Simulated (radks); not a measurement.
Values are calculated unless marked as measured or tabulated.
Polarisabilities and homonuclear dispersion coefficients (atomic units). Level of theory: scalar-relativistic Kohn-Sham, PBE, spin-polarised, spherical densities, finite nucleus; open shells are filled with parallel spins first (spin-orbit coupling, left out, can overturn this in heavy ions); Fermi nuclear charge, rms radius of each element as measured or else 0.836 A^(1/3) + 0.57 fm (a radial shooting solver on a logarithmic mesh with Libxc functionals). Response by self-consistent Sternheimer equations with the Hartree and adiabatic LDA kernel, the relativistic mass of each level held fixed and spin-orbit coupling left out. For heavy and open-shell atoms this level of theory can miss by tens of per cent. "Uncoupled" leaves out the induced potential. Quadrupole and octupole values are given only where no p, d or f shell is open.

\begin{tabular}{lrrrr}
species & configuration & alpha1 (bohr^3) & alpha1, uncoupled & C6 \\ \hline
Cr+ & [Ar] 3d5 & 15.19 & 18.59 & 57.38 \\
N2+ & [He] 2s2 2p1 & 2.530 & 4.156 & 3.583 \\
Os2+ & [Xe] 4f14 5d6 & 11.56 & 17.79 & 74.34 \\
Te2+ & [Kr] 4d10 5s2 5p2 & 14.75 & 24.89 & 98.91 \\
\end{tabular}
